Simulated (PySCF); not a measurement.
Gas-phase reaction: TiCl₃OH + HCl = TiCl₄ + H₂ + O. Level: M06-2X/def2-TZVP†; standard pressure 1 bar.

Energies from PySCF, thermal terms from the rigid-rotor harmonic-oscillator model, ideal gas at 1 bar. † marks an energy on the PBE0/def2-TZVP geometry and frequencies. Open shells (unrestricted): O (multiplicity 3, electronic degeneracy 9); the rest are closed-shell singlets. Spin-orbit splitting is ignored; it lowers the true energy and changes the entropy of O. TiCl₃OH: computed as isolated molecules; such fragments, hydroxides, amides, oligomers or adducts are transient or little studied in the gas. The harmonic model lacks anharmonicity and excited electronic states, which grow with temperature; levels with a mode under 35 cm⁻¹ are left out. Soft modes under 120 cm⁻¹ make the harmonic entropy rough for TiCl₃OH, TiCl₄.

```tsv
T (K)	1000/T (1/K)	log10 K
1200	0.8333	-16.69
1400	0.7143	-13.70
1600	0.6250	-11.47
1800	0.5556	-9.73
2000	0.5000	?
2500	0.4000	-5.84
```

### Question
Fit log10 K = a + b·(1000/T) to the five rows, get the mean ΔH° and ΔS°, and predict log10 K at 2000 K.

### Answer
Means: 1000/T = 0.6256, log10 K = -11.486. Sums of products about the means: Sxy = -2.67392, Sxx = 0.106803, so b = Sxy/Sxx = -25.04 and a = -11.486 − (-25.04)×0.6256 = 4.18.
ΔH° = −R ln 10 × 1000 K × b = −19.145 × (-25.04) = 479 kJ; ΔS° = R ln 10 × a = 80 J/K. The run's own values go from 480 kJ and 80 J/K at 1200 K to 478 kJ and 79 J/K at 2500 K.
Prediction at 2000 K: 4.18 + (-25.04)×0.5000 = -8.34. The computed value is -8.34, 0.00 from the line.
For scale, ΔH°(298 K) is 476 kJ at this level, 479 kJ at ωB97M-V/def2-TZVP†, and runs from 269 to 819 kJ over the 19 levels computed.
